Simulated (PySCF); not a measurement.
# How methods differ on the excitation energy of Pb

Pb [Xe] 4f14 5d10 6s2 6p2 (3P) → Pb [Xe] 4f14 5d10 6s1 6p3 (5S), as a difference of total energies. Computed with PySCF 2.14 in x2c-TZVPPall with one added diffuse shell each of s, p, d, f type (12s8p7d4f, 99 functions), with scalar relativity by spin-free X2C-1e. Correlated levels: valence: [Xe] 4f14 5d10 frozen. The calculations carry no spin-orbit coupling.

```
           method  excitation energy (eV)
              UHF                   4.692
    MP2 (valence)                   5.308
SCS-MP2 (valence)                   5.586
   CCSD (valence)                   5.454
CCSD(T) (valence)                   5.476
```

How much does correlation contribute at CCSD(T) (valence)?

5.476 − (4.692) = 0.784 eV, measured against UHF.

Spin-orbit coupling is strong in these open shells (close to jj coupling). The scalar numbers leave it out and a first-order estimate fails, so it can dominate the gap to the real levels.
